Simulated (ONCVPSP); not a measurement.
## Before and after: ONCV potential for selenium (Se)

ONCVPSP 4.0.1 input, shortened (lines: element, Z, core and valence counts, functional; n l f; lmax; l rc ep ncon nbas qcut; lloc lpopt rc5 dvloc0; l nproj debl; icmod fcfact rcfact), LDA (Perdew-Wang 92), scalar-relativistic:

```
  Se 34.00    3    5  -001012      upf
    1    0    2.00
    2    0    2.00
    2    1    6.00
    3    0    2.00
    3    1    6.00
    3    2   10.00
    4    0    2.00
    4    1    4.00
    2
    0    0.80    0.00    5    8   17.60
    1    0.90    0.00    4    7   16.50
    2    0.80    0.00    4    8   20.10
    2    5    0.80    0.00
    0    2    2.50
    1    2    0.90
    2    0    3.10
    3    3.75    1.80
```

All-electron outer shells of the reference configuration (LDA (PZ), scalar-relativistic, ld1.x):

```csv
shell,level (eV),outermost node (bohr),outermost maximum (bohr)
2s,-1604.72,0.06,0.17
2p,-1412.93,–,0.13
3s,-212.67,0.24,0.50
3p,-152.70,0.21,0.50
3d,-53.39,–,0.45
4s,-17.49,0.70,1.51
4p,-6.66,0.74,1.80
```

Change: all radii but the core radius scaled by about 1.15 (s 0.92, p 1.04, d 0.92 bohr).

Cutoffs: the cutoffs (Ha) at which the residual kinetic energy of the hardest occupied pseudo-wave falls to 1 and 0.1 mHa per electron; they do not see the model core or the augmentation charge, which bear on the density cutoff. Errors are all-electron minus pseudo energies relative to the spin-unpolarised reference configuration.

Problem. Predict the effect on cutoff, ghosts and configuration errors.

Solution. The potential gets softer (162 Ha and 179 Ha → 144 Ha and 162 Ha); both files keep a bound ghost (s); of the 4 tests that both files solve, the error grows in 3 and shrinks in 0 by more than 15 % and 0.3 meV (median size 4.1 → 5.6 meV). A larger radius leaves more room for a smooth pseudo-wave, so fewer plane waves are needed. More of the atom is replaced by a form fitted at one configuration, so other configurations suffer.

| quantity | base | changed |
| --- | --- | --- |
| cutoff, loose | 162 Ha | 144 Ha |
| cutoff, tight | 179 Ha | 162 Ha |
| loose cutoff by channel | s 121 Ha, p 76 Ha, d 162 Ha | s 106 Ha, p 74 Ha, d 144 Ha |
| bound ghosts | s | s |
| GHOST(+) flags under 300 eV | none | none |
| error for 3s2 3p6 3d10 4s2 4p3, meV [ΔE 11.00 eV] | -0.8 | -1.0 |
| error for 3s2 3p6 3d10 4s2 4p2, meV [ΔE 31.56 eV] | -2.6 | -3.4 |
| error for 3s2 3p6 3d10 4s2 4p1, meV [ΔE 62.71 eV] | -5.6 | -7.8 |
| error for 3s1 3p6 3d10 4s2 4p4, meV [ΔE 224.27 eV] | -116 | -191 |
| rms error of d²Exc/dni dnj with the model core, mHa | 1.45 | 1.68 |

 A true bound ghost makes a file unfit for plane-wave use even where its test errors are small: the radial tests pick states by their node count and pass the ghost by.
